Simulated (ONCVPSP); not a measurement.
Varying the ONCV potential for hafnium

Base potential:

```
Element                 : Hf (Z = 72)
Generator               : ONCVPSP 4.0.1
Type                    : optimised norm-conserving Vanderbilt (ONCV)
Functional              : PBE
Relativity              : scalar-relativistic
Frozen core             : [Kr] 4d10 4f14 5s2
Valence charge          : 10
Reference configuration : 5p6 5d2.5 6s1.5
Partial waves           : 6s: rc 2.85 bohr, ncon 5, nbas 9, qcut 1.9 1/bohr, 3 projectors, debl 2.1 Ha; 5p: rc 2.05 bohr, ncon 3, nbas 6, qcut 6.8 1/bohr, 1 projector; 5d: rc 3.30 bohr, ncon 4, nbas 9, qcut 5 1/bohr, 2 projectors, debl 2.3 Ha
Local potential         : polynomial inside 1.50 bohr (lpopt 3, dvloc0 6 Ha)
Core correction         : none
```

Cutoffs, loose and tight: the cutoffs (Ha) at which the residual kinetic energy of the hardest occupied pseudo-wave falls to 1 and 0.1 mHa per electron. They do not see the model core or the augmentation charge, which bear on the density cutoff. Test errors are all-electron minus pseudo excitation energies from the reference, over the configurations 5p6 5d2 6s2; 5p6 5d2 6s1; 5p6 5d2 6s0; 5p6 5d1 6s2 6p1. A dash means not determined; rows that change the core or the reference have their own tests.

For the base: The cutoffs count occupied waves only; projector 3 of the s channel, the hardest unoccupied one, needs 43 Ha at the loose tolerance.

| change | outcome | cutoff, loose | cutoff, tight | bound ghosts | GHOST(+) flags above zero | largest test error (meV) |
| --- | --- | --- | --- | --- | --- | --- |
| base | generated | 9.9 Ha | 21 Ha | none | s | +99 |
| d: rc 2.46 | generated | 9.9 Ha | 21 Ha | none | s | +42 |
| d: rc 2.72 | generated | 9.9 Ha | 21 Ha | none | s | +54 |
| d: rc 3.16 | generated | 9.9 Ha | 21 Ha | none | s | +85 |
| d: rc 3.6 | generated | 9.9 Ha | 21 Ha | none | s | +128 |
| d: rc 3.92 | generated | 9.9 Ha | 21 Ha | none | s | +162 |
| d: rc 4.7 | generated | 9.9 Ha | 21 Ha | none | s | +271 |

(1) What comes out with this change to the base: d: rc 4.34?

Results:

(1) outcome: generated; cutoff, loose: 9.9 Ha; cutoff, tight: 21 Ha; bound ghosts: none; GHOST(+) flags above zero: s; largest test error (meV): +215.

Reading the sweep of the d radius (base included, trends over the rows without a ghost): The loose cutoff stays near 9.9 Ha. The median size of the test errors (rows with all tests solved) is not monotonic: lowest 6.1 meV at 3.92 bohr, highest 18.0 meV at 4.7 bohr.
